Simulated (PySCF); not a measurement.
C2H3N3Si.
SMILES: `N#C[SiH](N)C#N`

Torsions of this conformer, `[N:1]#[C:2][SiH:3]([NH2:4])[C:5]#[N:6]`: H–N4–Si3–C2 156°, H–N4–Si3–C2 -52°.

The closed-shell ground state was solved at several levels (PySCF, density fitting, gas phase, non-relativistic). One conformer (not necessarily the lowest) at the PBE0-D3(BJ)/def2-SVP geometry, without solvent, vibrations or thermal averaging.

```json
{"level": "CAM-B3LYP/def2-SVPD", "basis functions": "148", "total energy (Eh)": "-531.4089", "HOMO (eV)": "-10.45", "LUMO (eV)": "-0.67", "gap (eV)": "9.78", "dipole (D)": "4.87"}
{"level": "LC-wPBE/def2-SVPD", "basis functions": "148", "total energy (Eh)": "-531.2483", "HOMO (eV)": "-11.89", "LUMO (eV)": "0.51", "gap (eV)": "12.40", "dipole (D)": "4.88"}
{"level": "PBE0/pcSseg-1", "basis functions": "124", "total energy (Eh)": "-531.3340", "HOMO (eV)": "-8.92", "LUMO (eV)": "-1.62", "gap (eV)": "7.30", "dipole (D)": "4.83"}
{"level": "KT3/pcSseg-2", "basis functions": "265", "total energy (Eh)": "-537.8862", "HOMO (eV)": "-7.58", "LUMO (eV)": "-2.69", "gap (eV)": "4.89", "dipole (D)": "4.66"}
{"level": "PBE0/def2-TZVPD", "basis functions": "255", "total energy (Eh)": "-531.4763", "HOMO (eV)": "-8.99", "LUMO (eV)": "-1.82", "gap (eV)": "7.17", "dipole (D)": "4.82"}
{"level": "PBE0/def2-SVP", "basis functions": "103", "total energy (Eh)": "-531.0901", "HOMO (eV)": "-8.73", "LUMO (eV)": "-1.45", "gap (eV)": "7.28", "dipole (D)": "4.78"}
{"level": "PBE0/6-31+G*", "basis functions": "118", "total energy (Eh)": "-531.3528", "HOMO (eV)": "-8.92", "LUMO (eV)": "-1.77", "gap (eV)": "7.15", "dipole (D)": "4.87"}
{"level": "PBE0/aug-cc-pVDZ", "basis functions": "169", "total energy (Eh)": "-531.3952", "HOMO (eV)": "-8.93", "LUMO (eV)": "-1.76", "gap (eV)": "7.17", "dipole (D)": "4.84"}
{"level": "PBE0/def2-TZVP", "basis functions": "210", "total energy (Eh)": "-531.4749", "HOMO (eV)": "-8.95", "LUMO (eV)": "-1.75", "gap (eV)": "7.20", "dipole (D)": "4.85"}
{"level": "wB97X-D/def2-SVPD", "basis functions": "148", "total energy (Eh)": "-531.4190", "HOMO (eV)": "-10.94", "LUMO (eV)": "0.04", "gap (eV)": "10.98", "dipole (D)": "4.86"}
```

Problem. Estimate the row for PBE0/6-31G*, a basis of 94 functions; the other rows only guide the guess.

Solution. Total energy -531.3402 Eh, HOMO -8.65 eV, LUMO -1.37 eV, gap 7.28 eV, dipole 4.80 D.

Problem. Over all these levels, which gives the widest orbital gap and which the narrowest?

Solution. LC-wPBE/def2-SVPD (range-separated hybrid) has the widest, 12.40 eV, and KT3/pcSseg-2 (GGA) the narrowest, 4.89 eV. Functional and basis both differ between the two, so the spread mixes both effects.

Problem. How much does the basis alone move the frontier levels among the 7 PBE0 rows (the withheld one included)?

Solution. The HOMO by 0.34 eV and the LUMO by 0.45 eV. By rising basis size (HOMO, LUMO in eV): 6-31G* -8.65, -1.37; def2-SVP -8.73, -1.45; 6-31+G* -8.92, -1.77; pcSseg-1 -8.92, -1.62; aug-cc-pVDZ -8.93, -1.76; def2-TZVP -8.95, -1.75; def2-TZVPD -8.99, -1.82.

Problem. How far do the dipole and the HOMO energy spread over the levels?

Solution. The dipole runs from 4.66 to 4.88 D (mean 4.83 D) and the HOMO from -11.89 to -7.58 eV.

The pairwise dispersion term of wB97X-D wasn't added to the energies; at a given geometry it leaves orbitals and properties as they are.
